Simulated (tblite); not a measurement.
Record of a relaxation.

Species: C4H6GeOS.
Numbering: `[CH2:1]=[C:2]1[S:3][GeH2:4][CH2:5][C:6]1=[O:7]` (hydrogens: H8, H9 on C1; H10, H11 on Ge4; H12, H13 on C5)

Computed with GFN2-xTB (tblite), gas phase: L-BFGS steps from a force-field or distance-geometry start until the largest atomic force falls under 0.01 eV/Å. 11 of its 84 geometries are shown.

Step 0: E = -566.6318 eV, largest atomic force 5.105 eV/Å
```
atom  x, y, z in Å  |  force x, y, z in eV/Å
C1      2.410   -0.250   -0.183   -1.266  -0.027   0.284
C2      1.078   -0.311    0.020    1.398  -0.915  -0.410
S3      0.172   -1.797   -0.436   -0.072   0.171  -0.104
Ge4    -1.826   -0.790   -0.150    0.455  -0.800   0.472
C5     -0.980    0.978   -0.182   -0.966   0.776  -0.080
C6      0.213    0.681    0.624    1.450   2.840   3.987
O7      0.494    1.236    1.748   -1.125  -1.989  -3.948
H8      2.909   -1.082   -0.632    0.134  -0.153  -0.118
H9      3.011    0.600    0.079   -0.163   0.105   0.098
H10    -2.817   -1.043   -1.248   -0.116  -0.099  -0.014
H11    -2.293   -1.192    1.268   -0.128   0.197  -0.529
H12    -1.653    1.710    0.302    0.561  -0.017  -0.331
H13    -0.722    1.262   -1.227   -0.162  -0.090   0.694
```

Step 8: E = -566.9989 eV, largest atomic force 0.307 eV/Å
```
atom  x, y, z in Å  |  force x, y, z in eV/Å
C1      2.396   -0.274   -0.179   -0.049   0.040   0.011
C2      1.086   -0.342    0.010   -0.018  -0.095  -0.035
S3      0.193   -1.812   -0.467   -0.068   0.042  -0.033
Ge4    -1.773   -0.837   -0.139   -0.031   0.055   0.109
C5     -1.012    0.992   -0.149    0.039   0.044  -0.052
C6      0.241    0.728    0.629    0.062   0.070   0.255
O7      0.498    1.235    1.694    0.119  -0.063  -0.276
H8      2.934   -1.085   -0.640    0.008   0.052   0.045
H9      2.953    0.602    0.102    0.017   0.040   0.061
H10    -2.800   -1.071   -1.211   -0.011  -0.088  -0.078
H11    -2.347   -1.177    1.213   -0.078  -0.033  -0.014
H12    -1.618    1.778    0.293    0.038  -0.060   0.096
H13    -0.754    1.264   -1.173   -0.028  -0.005  -0.086
```

Step 17: E = -567.0358 eV, largest atomic force 0.249 eV/Å
```
atom  x, y, z in Å  |  force x, y, z in eV/Å
C1      2.390   -0.276   -0.159   -0.005  -0.020  -0.022
C2      1.075   -0.375   -0.009   -0.004  -0.023  -0.053
S3      0.150   -1.808   -0.509    0.042   0.012   0.017
Ge4    -1.805   -0.827   -0.125    0.063  -0.022   0.103
C5     -1.007    0.992   -0.127   -0.032   0.022  -0.004
C6      0.281    0.730    0.596   -0.032   0.021   0.246
O7      0.626    1.289    1.607   -0.002   0.039  -0.214
H8      2.972   -1.053   -0.620    0.048  -0.039   0.017
H9      2.897    0.616    0.166    0.035  -0.021   0.019
H10    -2.772   -1.142   -1.228   -0.078   0.035  -0.101
H11    -2.444   -1.196    1.199    0.039   0.008  -0.045
H12    -1.573    1.784    0.352   -0.059  -0.018   0.058
H13    -0.794    1.267   -1.162   -0.015   0.005  -0.022
```

Step 25: E = -567.0585 eV, largest atomic force 0.165 eV/Å
```
atom  x, y, z in Å  |  force x, y, z in eV/Å
C1      2.391   -0.297   -0.147    0.021  -0.041   0.145
C2      1.071   -0.390   -0.011    0.027   0.033  -0.079
S3      0.146   -1.819   -0.522    0.021   0.053   0.012
Ge4    -1.819   -0.852   -0.145    0.033   0.053   0.078
C5     -1.040    0.969   -0.079    0.042  -0.034  -0.036
C6      0.302    0.756    0.562    0.031   0.006   0.086
O7      0.746    1.435    1.454   -0.009  -0.007  -0.069
H8      3.013   -1.060   -0.578   -0.128  -0.101  -0.022
H9      2.896    0.578    0.224   -0.011   0.090  -0.021
H10    -2.781   -1.113   -1.280    0.014   0.015   0.041
H11    -2.470   -1.222    1.174    0.011  -0.067  -0.086
H12    -1.611    1.738    0.440    0.046  -0.082  -0.037
H13    -0.850    1.278   -1.110   -0.098   0.082  -0.013
```

Step 33: E = -567.0816 eV, largest atomic force 0.148 eV/Å
```
atom  x, y, z in Å  |  force x, y, z in eV/Å
C1      2.404   -0.332   -0.094   -0.045   0.016  -0.008
C2      1.077   -0.380   -0.007   -0.026  -0.032  -0.064
S3      0.164   -1.806   -0.534   -0.010  -0.042  -0.012
Ge4    -1.808   -0.871   -0.157   -0.049   0.104   0.002
C5     -1.056    0.957   -0.045   -0.053  -0.025   0.009
C6      0.335    0.804    0.510   -0.043  -0.047  -0.134
O7      0.851    1.579    1.274   -0.034   0.084   0.088
H8      2.988   -1.129   -0.517    0.012   0.005   0.081
H9      2.904    0.554    0.261    0.111  -0.029  -0.033
H10    -2.774   -1.069   -1.301    0.059  -0.029   0.022
H11    -2.493   -1.311    1.119    0.036  -0.047  -0.019
H12    -1.638    1.667    0.540    0.065   0.028  -0.012
H13    -0.959    1.337   -1.068   -0.022   0.014   0.081
```

Step 42: E = -567.0961 eV, largest atomic force 0.083 eV/Å
```
atom  x, y, z in Å  |  force x, y, z in eV/Å
C1      2.412   -0.360   -0.061    0.002   0.007  -0.008
C2      1.080   -0.358   -0.032   -0.010  -0.021   0.005
S3      0.162   -1.788   -0.547    0.046   0.007  -0.019
Ge4    -1.812   -0.870   -0.162    0.010   0.054   0.020
C5     -1.087    0.964   -0.009    0.004  -0.009   0.009
C6      0.347    0.850    0.442   -0.013  -0.045  -0.068
O7      0.893    1.684    1.120    0.014   0.026   0.041
H8      2.978   -1.204   -0.410   -0.010  -0.011   0.018
H9      2.955    0.512    0.267   -0.016   0.003  -0.001
H10    -2.745   -1.060   -1.328   -0.017  -0.019  -0.028
H11    -2.488   -1.416    1.074    0.014   0.031   0.008
H12    -1.629    1.646    0.642   -0.004  -0.012  -0.002
H13    -1.070    1.400   -1.014   -0.020  -0.011   0.025
```

Step 50: E = -567.0974 eV, largest atomic force 0.028 eV/Å
```
atom  x, y, z in Å  |  force x, y, z in eV/Å
C1      2.414   -0.362   -0.059   -0.019  -0.007   0.019
C2      1.082   -0.358   -0.038   -0.019   0.007  -0.009
S3      0.164   -1.784   -0.561    0.020   0.006  -0.003
Ge4    -1.810   -0.868   -0.167    0.007   0.014   0.010
C5     -1.089    0.965   -0.008   -0.007  -0.005  -0.008
C6      0.349    0.851    0.433   -0.012   0.002  -0.001
O7      0.893    1.684    1.115    0.008  -0.014  -0.011
H8      2.976   -1.216   -0.390    0.014   0.020  -0.001
H9      2.953    0.513    0.265    0.005  -0.020  -0.001
H10    -2.743   -1.069   -1.333   -0.009  -0.007   0.005
H11    -2.477   -1.401    1.079    0.000   0.004   0.002
H12    -1.628    1.639    0.655    0.004  -0.014  -0.006
H13    -1.088    1.407   -1.009    0.007   0.014   0.005
```

Step 58: E = -567.0980 eV, largest atomic force 0.017 eV/Å
```
atom  x, y, z in Å  |  force x, y, z in eV/Å
C1      2.414   -0.367   -0.050   -0.002   0.005  -0.008
C2      1.082   -0.358   -0.045   -0.009   0.000   0.003
S3      0.166   -1.782   -0.574    0.003   0.001  -0.003
Ge4    -1.808   -0.868   -0.170   -0.002   0.009  -0.002
C5     -1.092    0.965   -0.007   -0.010  -0.011  -0.006
C6      0.350    0.854    0.420   -0.006   0.004   0.013
O7      0.901    1.692    1.090    0.006   0.003  -0.002
H8      2.980   -1.221   -0.376    0.001  -0.004   0.000
H9      2.953    0.506    0.276    0.002   0.000   0.011
H10    -2.746   -1.075   -1.332   -0.008  -0.002   0.003
H11    -2.473   -1.398    1.079    0.010  -0.001  -0.004
H12    -1.631    1.626    0.670    0.017  -0.001  -0.002
H13    -1.100    1.425   -0.999   -0.002  -0.003  -0.005
```

Step 66: E = -567.0982 eV, largest atomic force 0.011 eV/Å
```
atom  x, y, z in Å  |  force x, y, z in eV/Å
C1      2.414   -0.369   -0.045    0.000  -0.001   0.005
C2      1.081   -0.358   -0.046   -0.003  -0.002  -0.005
S3      0.166   -1.779   -0.582    0.001  -0.004  -0.010
Ge4    -1.808   -0.868   -0.174    0.001   0.007   0.005
C5     -1.093    0.965   -0.007   -0.007  -0.002   0.000
C6      0.351    0.857    0.414   -0.003   0.001   0.002
O7      0.904    1.700    1.076    0.006   0.003   0.003
H8      2.979   -1.224   -0.370    0.003  -0.003   0.000
H9      2.953    0.502    0.288    0.003   0.003   0.003
H10    -2.753   -1.079   -1.329    0.001   0.003  -0.001
H11    -2.464   -1.400    1.078    0.002  -0.004   0.006
H12    -1.627    1.621    0.677   -0.004   0.003  -0.001
H13    -1.108    1.432   -0.996    0.002  -0.004  -0.006
```

Step 75: E = -567.0987 eV, largest atomic force 0.024 eV/Å
```
atom  x, y, z in Å  |  force x, y, z in eV/Å
C1      2.410   -0.373   -0.034   -0.004   0.001  -0.009
C2      1.078   -0.357   -0.054    0.000   0.011  -0.016
S3      0.164   -1.762   -0.629    0.001  -0.007  -0.003
Ge4    -1.806   -0.867   -0.171    0.005   0.007   0.001
C5     -1.095    0.969   -0.016    0.014   0.000   0.002
C6      0.347    0.856    0.411    0.008   0.018   0.014
O7      0.899    1.693    1.082   -0.004   0.003   0.004
H8      2.978   -1.224   -0.364    0.006  -0.004   0.006
H9      2.947    0.492    0.318    0.003  -0.004   0.005
H10    -2.774   -1.078   -1.306   -0.012  -0.004   0.000
H11    -2.421   -1.408    1.097   -0.012  -0.003   0.003
H12    -1.628    1.635    0.660    0.000  -0.010  -0.009
H13    -1.103    1.424   -1.011   -0.005  -0.007   0.003
```

Step 83: E = -567.0989 eV, largest atomic force 0.006 eV/Å
```
atom  x, y, z in Å  |  force x, y, z in eV/Å
C1      2.410   -0.374   -0.031    0.001   0.000   0.002
C2      1.079   -0.352   -0.062    0.001   0.000   0.005
S3      0.164   -1.753   -0.650   -0.003   0.001  -0.003
Ge4    -1.804   -0.867   -0.169    0.001  -0.002  -0.004
C5     -1.094    0.970   -0.020    0.001   0.000  -0.002
C6      0.347    0.858    0.409   -0.003   0.000  -0.002
O7      0.896    1.691    1.087    0.002   0.001   0.003
H8      2.978   -1.226   -0.359    0.002  -0.001  -0.002
H9      2.947    0.486    0.333    0.005   0.002  -0.001
H10    -2.787   -1.078   -1.292   -0.002   0.000   0.000
H11    -2.408   -1.412    1.104   -0.004  -0.001   0.004
H12    -1.629    1.638    0.652    0.002   0.000  -0.004
H13    -1.103    1.418   -1.018   -0.004   0.001   0.004
```

Problem. Summarise the path.

Solution. The energy falls by 45.07 kJ/mol from step 0 to step 83; nine tenths of that is first reached at step 24. It falls at every step. The largest force goes from 5.105 to 0.006 eV/Å. Among the bonds C6=O7 changes most, from 1.284 to 1.206 Å; the atoms move by 0.357 Å rms after alignment.

Problem. Follow the three bonds and two angles with the largest change from start to end.

Solution. 
```json
{"step": "0", "E above end (kJ/mol)": "45.07", "largest force (eV/Å)": "5.105", "C6=O7 (Å)": "1.284", "S3–Ge4 (Å)": "2.256", "C2–C6 (Å)": "1.448", "C1–C2–C6 (°)": "128.4", "Ge4–C5–C6 (°)": "99.2"}
{"step": "4", "E above end (kJ/mol)": "13.03", "largest force (eV/Å)": "0.706", "C6=O7 (Å)": "1.195", "S3–Ge4 (Å)": "2.219", "C2–C6 (Å)": "1.498", "C1–C2–C6 (°)": "125.5", "Ge4–C5–C6 (°)": "99.6"}
{"step": "7", "E above end (kJ/mol)": "10.23", "largest force (eV/Å)": "0.373", "C6=O7 (Å)": "1.207", "S3–Ge4 (Å)": "2.214", "C2–C6 (Å)": "1.495", "C1–C2–C6 (°)": "125.4", "Ge4–C5–C6 (°)": "99.3"}
{"step": "11", "E above end (kJ/mol)": "8.44", "largest force (eV/Å)": "0.449", "C6=O7 (Å)": "1.201", "S3–Ge4 (Å)": "2.224", "C2–C6 (Å)": "1.502", "C1–C2–C6 (°)": "124.2", "Ge4–C5–C6 (°)": "98.3"}
{"step": "14", "E above end (kJ/mol)": "6.84", "largest force (eV/Å)": "0.151", "C6=O7 (Å)": "1.204", "S3–Ge4 (Å)": "2.219", "C2–C6 (Å)": "1.492", "C1–C2–C6 (°)": "121.6", "Ge4–C5–C6 (°)": "99.1"}
{"step": "18", "E above end (kJ/mol)": "5.83", "largest force (eV/Å)": "0.176", "C6=O7 (Å)": "1.206", "S3–Ge4 (Å)": "2.224", "C2–C6 (Å)": "1.490", "C1–C2–C6 (°)": "121.2", "Ge4–C5–C6 (°)": "101.1"}
{"step": "22", "E above end (kJ/mol)": "4.91", "largest force (eV/Å)": "0.201", "C6=O7 (Å)": "1.203", "S3–Ge4 (Å)": "2.222", "C2–C6 (Å)": "1.494", "C1–C2–C6 (°)": "120.5", "Ge4–C5–C6 (°)": "101.8"}
{"step": "25", "E above end (kJ/mol)": "3.89", "largest force (eV/Å)": "0.165", "C6=O7 (Å)": "1.205", "S3–Ge4 (Å)": "2.223", "C2–C6 (Å)": "1.495", "C1–C2–C6 (°)": "119.7", "Ge4–C5–C6 (°)": "103.6"}
{"step": "29", "E above end (kJ/mol)": "2.58", "largest force (eV/Å)": "0.169", "C6=O7 (Å)": "1.206", "S3–Ge4 (Å)": "2.220", "C2–C6 (Å)": "1.492", "C1–C2–C6 (°)": "119.3", "Ge4–C5–C6 (°)": "105.1"}
{"step": "32", "E above end (kJ/mol)": "1.90", "largest force (eV/Å)": "0.145", "C6=O7 (Å)": "1.205", "S3–Ge4 (Å)": "2.213", "C2–C6 (Å)": "1.491", "C1–C2–C6 (°)": "119.2", "Ge4–C5–C6 (°)": "105.7"}
{"step": "36", "E above end (kJ/mol)": "0.96", "largest force (eV/Å)": "0.162", "C6=O7 (Å)": "1.206", "S3–Ge4 (Å)": "2.222", "C2–C6 (Å)": "1.491", "C1–C2–C6 (°)": "119.7", "Ge4–C5–C6 (°)": "107.5"}
{"step": "40", "E above end (kJ/mol)": "0.35", "largest force (eV/Å)": "0.058", "C6=O7 (Å)": "1.206", "S3–Ge4 (Å)": "2.211", "C2–C6 (Å)": "1.491", "C1–C2–C6 (°)": "119.8", "Ge4–C5–C6 (°)": "107.4"}
{"step": "43", "E above end (kJ/mol)": "0.24", "largest force (eV/Å)": "0.074", "C6=O7 (Å)": "1.205", "S3–Ge4 (Å)": "2.211", "C2–C6 (Å)": "1.491", "C1–C2–C6 (°)": "119.9", "Ge4–C5–C6 (°)": "107.6"}
{"step": "47", "E above end (kJ/mol)": "0.18", "largest force (eV/Å)": "0.032", "C6=O7 (Å)": "1.206", "S3–Ge4 (Å)": "2.213", "C2–C6 (Å)": "1.490", "C1–C2–C6 (°)": "119.9", "Ge4–C5–C6 (°)": "107.6"}
{"step": "51", "E above end (kJ/mol)": "0.13", "largest force (eV/Å)": "0.024", "C6=O7 (Å)": "1.206", "S3–Ge4 (Å)": "2.212", "C2–C6 (Å)": "1.491", "C1–C2–C6 (°)": "119.9", "Ge4–C5–C6 (°)": "107.6"}
{"step": "54", "E above end (kJ/mol)": "0.11", "largest force (eV/Å)": "0.025", "C6=O7 (Å)": "1.206", "S3–Ge4 (Å)": "2.212", "C2–C6 (Å)": "1.490", "C1–C2–C6 (°)": "119.9", "Ge4–C5–C6 (°)": "107.5"}
{"step": "58", "E above end (kJ/mol)": "0.09", "largest force (eV/Å)": "0.017", "C6=O7 (Å)": "1.206", "S3–Ge4 (Å)": "2.212", "C2–C6 (Å)": "1.490", "C1–C2–C6 (°)": "119.8", "Ge4–C5–C6 (°)": "107.6"}
{"step": "61", "E above end (kJ/mol)": "0.08", "largest force (eV/Å)": "0.012", "C6=O7 (Å)": "1.206", "S3–Ge4 (Å)": "2.212", "C2–C6 (Å)": "1.491", "C1–C2–C6 (°)": "119.8", "Ge4–C5–C6 (°)": "107.6"}
{"step": "65", "E above end (kJ/mol)": "0.07", "largest force (eV/Å)": "0.012", "C6=O7 (Å)": "1.206", "S3–Ge4 (Å)": "2.212", "C2–C6 (Å)": "1.490", "C1–C2–C6 (°)": "119.8", "Ge4–C5–C6 (°)": "107.7"}
{"step": "69", "E above end (kJ/mol)": "0.06", "largest force (eV/Å)": "0.016", "C6=O7 (Å)": "1.206", "S3–Ge4 (Å)": "2.212", "C2–C6 (Å)": "1.490", "C1–C2–C6 (°)": "119.7", "Ge4–C5–C6 (°)": "107.7"}
{"step": "72", "E above end (kJ/mol)": "0.05", "largest force (eV/Å)": "0.023", "C6=O7 (Å)": "1.206", "S3–Ge4 (Å)": "2.213", "C2–C6 (Å)": "1.490", "C1–C2–C6 (°)": "119.7", "Ge4–C5–C6 (°)": "107.4"}
{"step": "76", "E above end (kJ/mol)": "0.02", "largest force (eV/Å)": "0.019", "C6=O7 (Å)": "1.206", "S3–Ge4 (Å)": "2.211", "C2–C6 (Å)": "1.490", "C1–C2–C6 (°)": "119.7", "Ge4–C5–C6 (°)": "107.3"}
{"step": "79", "E above end (kJ/mol)": "0.01", "largest force (eV/Å)": "0.018", "C6=O7 (Å)": "1.206", "S3–Ge4 (Å)": "2.212", "C2–C6 (Å)": "1.491", "C1–C2–C6 (°)": "119.7", "Ge4–C5–C6 (°)": "107.3"}
{"step": "83", "E above end (kJ/mol)": "0.00", "largest force (eV/Å)": "0.006", "C6=O7 (Å)": "1.206", "S3–Ge4 (Å)": "2.212", "C2–C6 (Å)": "1.490", "C1–C2–C6 (°)": "119.8", "Ge4–C5–C6 (°)": "107.2"}
```

The cost below is that of the whole relaxation. On Arm Neoverse V1, one thread, no GPU (shared host), this took 0.54 s of wall time.
